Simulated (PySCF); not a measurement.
# In: excitation energy

In [Kr] 4d10 5s2 5p1 (2P) → In [Kr] 4d10 5s1 5p1 6s1 (4P), as a difference of total energies. All numbers are calculated (PySCF 2.14, scalar relativity by spin-free X2C-1e, in x2c-TZVPPall with one added diffuse shell each of s, p, d, f type (9s7p5d3f, 76 functions)). Correlated levels: valence and next inner shell: [Ar] 3d10 frozen. The calculations carry no spin-orbit coupling.

```csv
method,excitation energy (eV)
UHF,6.769
MP2 (valence and next inner shell),8.236
SCS-MP2 (valence and next inner shell),8.316
CCSD (valence and next inner shell),8.122
CCSD(T) (valence and next inner shell),8.204
```

Q: How much does correlation contribute at CCSD(T) (valence and next inner shell)?

A: 8.204 − (6.769) = 1.435 eV, measured against UHF.

The upper state lies above the first ionisation limit, but in LS coupling its spin forbids autoionisation to the ground ion; at this Z spin-orbit coupling breaks that rule. A Rydberg-like electron needs more diffuse functions than a valence basis has.

The promoted electron is Rydberg-like, and one or two diffuse shells describe it only roughly, which tends to raise the upper state.
